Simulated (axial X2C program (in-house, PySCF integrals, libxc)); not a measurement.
Outer orbitals of RuTe⁺ at 2.474 Å, HF

All values were computed with an in-house all-electron X2C program for linear molecules (integrals from PySCF). Spin-free means the one-electron spin-free X2C Hamiltonian; two-component (2c) means X2C with spin–orbit coupling and atomic mean-field two-electron Coulomb and Gaunt terms, so the difference of the two also holds small scalar two-electron terms. Basis: Te dyall-cv3z [11s12p8d4f1g], Ru dyall-cv3z [12s12p8d5f3g] (cores contracted in-house); Gaussian nuclei, density fitting, unrestricted open shells. Masses: Te 129.906 u, Ru 101.904 u.

The distance is close to the 2c PBE0 minimum; the highest filled and lowest empty levels are listed.

Spin-free orbitals, state M_S = 5/2, Λ = 0 (beyond evenly filled blocks: σα, π+α, π-α, δ+α, δ-α) (Löwdin shares):

```json
{"symmetry": "σα", "occupied": "yes", "ε (eV)": "-28.11", "atomic character": "72% Te s, 10% Ru p, 10% Ru d"}
{"symmetry": "σβ", "occupied": "yes", "ε (eV)": "-24.22", "atomic character": "70% Te s, 11% Ru p, 9% Ru d"}
{"symmetry": "δ-α", "occupied": "yes", "ε (eV)": "-19.42", "atomic character": "100% Ru d"}
{"symmetry": "δ+α", "occupied": "yes", "ε (eV)": "-19.42", "atomic character": "100% Ru d"}
{"symmetry": "σα", "occupied": "yes", "ε (eV)": "-18.87", "atomic character": "83% Ru d, 12% Te p, 3% Te s"}
{"symmetry": "π+α", "occupied": "yes", "ε (eV)": "-18.68", "atomic character": "85% Ru d, 13% Te p"}
{"symmetry": "π-α", "occupied": "yes", "ε (eV)": "-18.68", "atomic character": "85% Ru d, 13% Te p"}
{"symmetry": "π-β", "occupied": "yes", "ε (eV)": "-15.52", "atomic character": "91% Ru d, 6% Te p"}
{"symmetry": "π+β", "occupied": "yes", "ε (eV)": "-15.52", "atomic character": "91% Ru d, 6% Te p"}
{"symmetry": "π-α", "occupied": "yes", "ε (eV)": "-15.33", "atomic character": "74% Te p, 17% Ru d, 4% Ru p"}
{"symmetry": "π+α", "occupied": "yes", "ε (eV)": "-15.33", "atomic character": "74% Te p, 17% Ru d, 4% Ru p"}
{"symmetry": "σβ", "occupied": "yes", "ε (eV)": "-15.22", "atomic character": "76% Te p, 8% Ru d, 7% Ru s"}
{"symmetry": "σα", "occupied": "yes", "ε (eV)": "-14.82", "atomic character": "65% Te p, 22% Ru s, 8% Ru d"}
{"symmetry": "π-β", "occupied": "no", "ε (eV)": "-5.17", "atomic character": "70% Te p, 17% Ru p, 9% Ru d"}
{"symmetry": "π+β", "occupied": "no", "ε (eV)": "-5.17", "atomic character": "70% Te p, 17% Ru p, 9% Ru d"}
{"symmetry": "σα", "occupied": "no", "ε (eV)": "-4.65", "atomic character": "57% Ru s, 31% Ru p, 6% Te p"}
{"symmetry": "σβ", "occupied": "no", "ε (eV)": "-4.25", "atomic character": "73% Ru s, 18% Ru p, 5% Ru d"}
```

Spinors with spin–orbit coupling (state Ω = 5/2):

| ω | occupied | ε (eV) | atomic character | λ mixture |
| --- | --- | --- | --- | --- |
| 1/2 | yes | -28.00 | 72% Te s, 10% Ru p, 10% Ru d | 100% σ |
| -1/2 | yes | -24.31 | 70% Te s, 11% Ru p, 9% Ru d | 100% σ |
| -3/2 | yes | -19.60 | 100% Ru d | 100% δ |
| 5/2 | yes | -19.28 | 100% Ru d | 100% δ |
| 1/2 | yes | -18.94 | 83% Ru d, 12% Te p, 3% Te s | 99% σ, 1% π |
| -1/2 | yes | -18.82 | 85% Ru d, 14% Te p | 100% π, 0% σ |
| 3/2 | yes | -18.63 | 88% Ru d, 10% Te p | 98% π, 2% δ |
| -1/2 | yes | -15.74 | 74% Te p, 15% Ru d, 4% Ru p | 73% π, 27% σ |
| 1/2 | yes | -15.65 | 84% Ru d, 12% Te p | 96% π, 4% σ |
| -3/2 | yes | -15.59 | 92% Ru d, 5% Te p | 100% π |
| -1/2 | yes | -15.12 | 75% Te p, 10% Ru d, 6% Ru s | 73% σ, 27% π |
| 3/2 | yes | -14.99 | 76% Te p, 15% Ru d, 5% Ru p | 100% π, 0% δ |
| 1/2 | yes | -14.90 | 60% Te p, 22% Ru s, 13% Ru d | 93% σ, 7% π |
| 1/2 | no | -5.32 | 66% Te p, 14% Ru p, 11% Ru d | 92% π, 8% σ |
| -3/2 | no | -5.01 | 70% Te p, 18% Ru p, 9% Ru d | 100% π |
| 1/2 | no | -4.61 | 52% Ru s, 32% Ru p, 9% Te p | 95% σ, 5% π |
| -1/2 | no | -4.26 | 73% Ru s, 18% Ru p, 5% Ru d | 100% σ |

(1) How does the gap between the highest filled and lowest empty level change from the spin-free to the 2c table?

Mulliken charges and populations of the two-component result (they depend on the basis, above all on diffuse functions):

Te 0.48 e (s 9.88 p 21.58 d 20.04 f 0.02), Ru 0.52 e (s 8.40 p 18.17 d 16.88 f 0.02). ⟨Lz⟩ = 0.07 ħ and ⟨Sz⟩ = 2.43 ħ (0.90 and 1.53 on the two atoms), which add up to Ω.

One determinant describes the state; a PBE0 search over occupations chose it and may have missed a lower one. Other states lie close and PBE0, whose exact exchange favours high spin, may order them wrongly; the determinant shown need not be the ground state. The nearest other spin-free determinant of the search, M_S = 3/2, Λ = 3, lies 0.57 eV up at the distance of the search. With several unpaired electrons one determinant need not be a pure state. This is the top spin component of a Σ state; components of lower Ω are not single determinants and can lie lower.

Results:

(1) From 9.65 to 9.58 eV at HF, a change of -0.07 eV.
